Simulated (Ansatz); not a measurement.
`SCC1BS1` + `CCS` → `SCCCS` + `B1CS1`  (formal exchange of groups at a C–C bond)

Gas-phase electronic energies from Ansatz, PBE0-D4/def2-TZVP geometries. CCSD(T)/CBS adds triple-zeta CCSD(T) − MP2 to the extrapolated MP2 energy (def2 sets, frozen cores). This one scheme is used for every species. Functionals use def2-TZVPP. B3LYP here is the variant with VWN-RPA as its local correlation; programs differ in this. HSE06 is defined as in plane-wave codes. One conformer a species, not always the lowest.

(1) Is it downhill or uphill in electronic energy at CCSD(T)/CBS, and by how much? (Best estimate.)

(2) What do these levels give: LDA (SPW92), PBE-D4, revPBE, BLYP, PBE0, B3LYP, HSE06, LC-ωPBE, RPA@PBE/def2-TZVPP, CCSD(T)/def2-SVP, MP2/def2-TZVPP, MP2/CBS(def2)? (Estimate.)

Largest T1 diagnostic among the species: 0.016.

Results:

(1) Computed: Uphill: ΔE = +2.0 kcal/mol.

(2) Computed: LDA (SPW92) 2.3, PBE-D4 2.8, revPBE 3.1, BLYP 3.1, PBE0 2.2, B3LYP 2.5, HSE06 2.3, LC-ωPBE 1.3, RPA@PBE/def2-TZVPP 1.6, CCSD(T)/def2-SVP 2.0, MP2/def2-TZVPP 2.6, MP2/CBS(def2) 2.6 kcal/mol.

From BLYP to BHLYP (50 % exact exchange), in def2-TZVPP and without D4, ΔE moves by −1.2 kcal/mol. Leaving LDA and LC-ωPBE aside and taking each functional with its dispersion term where it has one, the values, not all of them listed here, spread over 1.7 kcal/mol, from ωB97X-V to BLYP-D4.
